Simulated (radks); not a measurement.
Values are calculated unless marked as measured or tabulated.
Task: The mean radii <r> (bohr) of the occupied orbitals of an atom or ion are listed with their occupations. Code: a radial shooting solver on a logarithmic mesh with Libxc functionals. Model: Dirac Kohn-Sham, LDA (Slater exchange, Perdew-Wang correlation), spin-unpolarised, spherical densities, point nucleus.

| orbital | occ. | <r> |
|---|---|---|
| 1s1/2 | 2 | 0.06367 |
| 2s1/2 | 2 | 0.2938 |
| 2p1/2 | 2 | 0.2583 |
| 2p3/2 | 4 | 0.2612 |
| 3s1/2 | 2 | 0.8913 |
| 3p1/2 | 2 | 0.9379 |
| 3p3/2 | 4 | 0.9464 |
| 3d3/2 | 1.2 | 1.164 |
| 3d5/2 | 1.8 | 1.168 |
| 4s1/2 | 1 | 2.856 |
| 4p1/2 | 0.666667 | 3.701 |
| 4p3/2 | 1.33333 | 3.735 |

Name the element and its charge. Open shells, if any, are shared by 2j + 1.

Result: Z = 24, chromium, charge 0: Cr in [Ar] 3d3 4s1 4p2. The 1s radius gives Z: for a bare nucleus <r> = (2 gamma + 1)/(2Z) with gamma = sqrt(1 - (Z/c)^2), 0.06186 bohr for Z = 24, and screening makes it slightly larger (0.06367 here). The occupations add up to 24, and the charge is Z minus that.
